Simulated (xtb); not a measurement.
NbSF2Cl, SMILES [F][Nb]([F])(=[S])[Cl], multiplicity 1. All values are semi-empirical tight-binding results from xtb (GFN2-xTB unless named), good for trends rather than for accurate numbers. The structure is a stationary point at GFN2-xTB. The multiplicity is an assumed one; other spin states were not compared.

For metal compounds this method's bond lengths and energies can be far off.

- point group as xtb finds it: Cs
- orbital gap: 2.01 eV
- zero-point energy: 3.6 kcal/mol
- G − E(el) at 298.15 K (modified RRHO): -17.3 kcal/mol
